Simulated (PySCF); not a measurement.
Si(CCH)(F)2(Me) (C3H4F2Si), SMILES C#C[Si](C)(F)F. Heavy atoms are numbered as in [CH:1]#[C:2][Si:3]([CH3:4])([F:5])[F:6]. Hydrogens are named by the atom that carries them.

Coordinates come from a PBE0-D3(BJ)/def2-SVP optimisation.

Computed with PBE/def2-TZVP in PySCF.

Atomic charges (e), one atom of each kind:

| atom | Mulliken | Löwdin |
|---|---|---|
| C1 (CH) | -0.11 | -0.06 |
| C2 | -0.18 | -0.17 |
| Si3 | 0.70 | -0.01 |
| C4 (CH3) | -0.48 | -0.42 |
| F5 | -0.28 | 0.05 |
| H on C1 | 0.18 | 0.13 |
| H on C4 | 0.15 | 0.14 |

Computed Mayer and Wiberg (Löwdin basis) orders of the bonds:
```tsv
bond	Mayer	Wiberg
C1–C2	2.64	2.99
C2–Si3	1.03	1.10
Si3–C4	1.04	1.21
Si3–F5	1.16	1.70
Si3–F6	1.16	1.70
```
